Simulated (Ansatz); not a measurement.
Ansatz (a first-principles code) input (PBE0/def2-TZVPD):

Ansatz 0.2 input:
```yaml
crystal:
  periodic: [false, false, false]
  atoms:
    - {symbol: C, position_ang: [-1.90578204, 0.00041963, -0.45091921]}
    - {symbol: O, position_ang: [-0.68991202, 0.74822157, -0.26955687]}
    - {symbol: C, position_ang: [0.38849616, 0.04103204, 0.08607662]}
    - {symbol: F, position_ang: [0.71824651, -0.90422339, -0.82352320]}
    - {symbol: F, position_ang: [1.41867592, 0.87366117, 0.21145327]}
    - {symbol: F, position_ang: [0.22496617, -0.60787866, 1.26157132]}
    - {symbol: H, position_ang: [-2.19418103, -0.48907061, 0.47883213]}
    - {symbol: H, position_ang: [-1.78599489, -0.73429387, -1.24656947]}
    - {symbol: H, position_ang: [-2.65381005, 0.73484971, -0.73226473]}
basis:
  gaussian:
    orbitals: def2-TZVPD
hamiltonian:
  xc: {name: PBE0}
total_charge: 1
magnetization: {spin_polarized: true, initial_magnetization: 1}
```

End of the output:

```
integrals: 0.20 GiB planned
1276 factors; their error is unknown
mean field: 2.27 GiB planned
mean field evaluation 1: about -12294.8032 eV, gradient 5.0e1 eV
mean field evaluation 2: about -12290.2343 eV, gradient 6.6e1 eV
mean field evaluation 4: about -12301.7222 eV, gradient 2.7e0 eV
mean field evaluation 8: about -12301.7665 eV, gradient 1.3e-1 eV
mean field evaluation 16: about -12301.7836 eV, gradient 4.4e-4 eV
mean field -12301.78363586 eV, -452.0822101693 hartree, gradient 5.1e-5 eV, S^2 0.754770; 1 other end points of the search recorded, 0 dependent functions left out
reference -12301.78367203 eV, -452.0822114987 hartree; 25, 24 occupied and 236, 237 virtual orbitals, 1276 factors
Total energy: -12301.78367203 eV, -452.0822114987 hartree
```

This state (charge 1, doublet) is run at the relaxed geometry of the species with charge 0 and multiplicity 1.
